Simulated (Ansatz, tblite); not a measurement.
Cost and result up the ladder for Ge(NMe2)H3 (C₂H₉GeN) (13 atoms). Charge 0, multiplicity 1. Geometry: PBE-D4/def2-SVP.

```
atom   x (Å)   y (Å)   z (Å)
 Ge1   0.397   1.522  -0.655
  N2  -0.340  -0.071  -0.046
  C3  -0.488  -0.242   1.386
  C4   0.018  -1.291  -0.743
  H5  -1.265  -1.011   1.603
  H6  -0.821   0.703   1.862
  H7   0.448  -0.573   1.908
  H8   0.060  -1.119  -1.838
  H9   1.004  -1.725  -0.430
 H10  -0.751  -2.077  -0.561
 H11  -0.364   2.664   0.065
 H12   0.172   1.554  -2.189
 H13   1.930   1.666  -0.362
```

Ansatz on 4 threads of Intel Xeon on a shared host; xTB runs through tblite on one thread. Times are rough, summed over both states, and most runs start from the orbitals of an earlier one. PBE0-D4/def2-TZVP serves as the yardstick here, not as an exact answer. The other state is a doublet.

The xTB rows come from tblite.

Raw xTB energies of ions are shifted by several eV.

```csv
level,functions,wall time
GFN2-xTB,30,0.021 s
GFN1-xTB,39,0.038 s
PBE-D4/def2-TZVP,195,7.8 s
r2SCAN-D4/def2-TZVP,195,12 s
PBE0-D4/def2-TZVP (with forces),195,14 s
```

Question: Estimate what each level gives for the vertical IE (eV).

Answer: 
```tsv
level	vertical IE (eV)	difference from PBE0-D4/def2-TZVP (eV)
GFN2-xTB	12.91	4.78
GFN1-xTB	13.66	5.53
PBE-D4/def2-TZVP	8.06	-0.07
r2SCAN-D4/def2-TZVP	8.00	-0.13
PBE0-D4/def2-TZVP (with forces)	8.13	0.00
```
